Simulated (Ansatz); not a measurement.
Ansatz (an electronic-structure program) input (B3LYP-D3(BJ)/def2-TZVP):

Ansatz 0.2 input:
```yaml
crystal:
  periodic: [false, false, false]
  atoms:
    - {symbol: Zr, position_ang: [-0.31441110, 0.33223857, 0.67558507]}
    - {symbol: I, position_ang: [-1.87212913, -1.67122784, -0.48272848]}
    - {symbol: I, position_ang: [0.12897803, 2.17623106, -1.37180242]}
    - {symbol: I, position_ang: [2.17040227, -0.85548572, 1.12676426]}
basis:
  gaussian:
    orbitals: def2-TZVP
hamiltonian:
  xc: b3lyp
  dispersion: d3bj
magnetization: {spin_polarized: true, initial_magnetization: 1}
relax: {f_tol: 0.002, max_steps: 150}
```

End of the output:

```
reference -25596.77011755 eV, -940.6639517060 hartree; 44, 43 occupied and 146, 147 virtual orbitals, 1588 factors
relax step   7: F+E_penalty+E_count = -25597.18388923 eV  Δ(F+E_penalty+E_count) = -1.953e-5 eV  max|allowed force component| = 1.494e-3 eV/Å  Δτ_max = 0.0062 Å  (39 SCF iters, accepted)
integrals: 0.15 GiB planned
1588 factors; their error is unknown
mean field: 2.09 GiB planned
mean field evaluation 96: about -25596.7699 eV, gradient 5.7e-4 eV
mean field -25596.76986970 eV, -940.6639425976 hartree, gradient 2.5e-5 eV, S^2 0.753641; 3 other end points of the search recorded, 0 dependent functions left out
the calculation of the forces begins
reference -25596.77011755 eV, -940.6639517060 hartree; 44, 43 occupied and 146, 147 virtual orbitals, 1588 factors
Total energy: -25597.18413708 eV, -940.6791666430 hartree
Atom 0 at     0.027633    -0.003994    -0.011886 Å, force     0.000368    -0.000237    -0.000592 eV/Å
Atom 1 at    -2.102891    -1.649343    -0.267614 Å, force     0.001222     0.001117     0.000358 eV/Å
Atom 2 at     0.014286     2.421110    -1.207899 Å, force    -0.000096    -0.001478     0.000973 eV/Å
Atom 3 at     2.173813    -0.786017     1.435217 Å, force    -0.001494     0.000599    -0.000738 eV/Å
Dipole moment:    -0.000310     0.000290     0.000606 e Å
```

The spin state was set by rule; other spins were not relaxed.
